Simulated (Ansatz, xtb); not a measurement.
## Isomers of C6H9Br in order of energy

5 gas-phase structures of C6H9Br, from a drawn sample of its isomers (lower ones may exist). Each was relaxed with GFN2-xTB; where two conformers were screened, the lower at r2SCAN-D4/def2-SVP is listed:

A. `C=C[C@@H]1CC[C@H]1Br`, a singlet
B. `C=C[C@@H]1CC[C@@H]1Br`, a singlet
C. `C=C[C@H]1C[C@@H](Br)C1`, a singlet
D. `C=CC1(Br)CCC1`, a singlet
E. `C=C[C@H]1C[C@H](Br)C1`, a singlet

Question: Which do you expect lowest at r2SCAN-D4/def2-SVP, and how would the others follow?

Answer: Calculated order at r2SCAN-D4/def2-SVP: A (0.0), C (0.3), D (0.8), E (1.1), B (1.6) kcal/mol. Less than 1 kcal/mol parts A and C; C and D; D and E; E and B, so the order within those pairs means little.

Energies above the lowest of each column, in kcal/mol; the last columns are at PBE-D3(BJ)/def2-SVP geometries:

```json
{"structure": "A", "GFN2-xTB": "0.0", "HF/STO-3G": "0.0", "r2SCAN-D4/def2-SVP": "0.0", "PBE-D3(BJ)/def2-SVP": "0.0", "CCSD(T)/def2-SVP + ΔMP2/def2-TZVPP": "0.0"}
{"structure": "C", "GFN2-xTB": "0.4", "HF/STO-3G": "0.4", "r2SCAN-D4/def2-SVP": "0.3", "PBE-D3(BJ)/def2-SVP": "0.4", "CCSD(T)/def2-SVP + ΔMP2/def2-TZVPP": "0.4"}
{"structure": "D", "GFN2-xTB": "0.5", "HF/STO-3G": "3.3", "r2SCAN-D4/def2-SVP": "0.8", "PBE-D3(BJ)/def2-SVP": "1.1", "CCSD(T)/def2-SVP + ΔMP2/def2-TZVPP": "0.8"}
{"structure": "E", "GFN2-xTB": "0.6", "HF/STO-3G": "1.0", "r2SCAN-D4/def2-SVP": "1.1", "PBE-D3(BJ)/def2-SVP": "1.5", "CCSD(T)/def2-SVP + ΔMP2/def2-TZVPP": "1.6"}
{"structure": "B", "GFN2-xTB": "0.9", "HF/STO-3G": "1.5", "r2SCAN-D4/def2-SVP": "1.6", "PBE-D3(BJ)/def2-SVP": "1.7", "CCSD(T)/def2-SVP + ΔMP2/def2-TZVPP": "1.6"}
```

Every level run on A puts it lowest or level with the lowest. CCSD(T)/def2-SVP + ΔMP2/def2-TZVPP orders those it was run on as A (0.0), C (0.4), D (0.8), B (1.6), E (1.6) kcal/mol. Less than 1 kcal/mol parts A and C; C and D; D and B; B and E, so the order within those pairs means little. Flexible structures stand in one conformer each, not always the lowest. ΔMP2 is the change of the MP2 energy from the smaller to the larger basis.

Over these structures GFN2-xTB departs from r2SCAN-D4/def2-SVP by 0.3 kcal/mol on average once a common shift is removed. A GFN2-xTB relaxation took about 0.58 s and the r2SCAN-D4/def2-SVP energy about 8.1 s on a shared host (Ansatz 0.2.0, xtb 6.7.1).
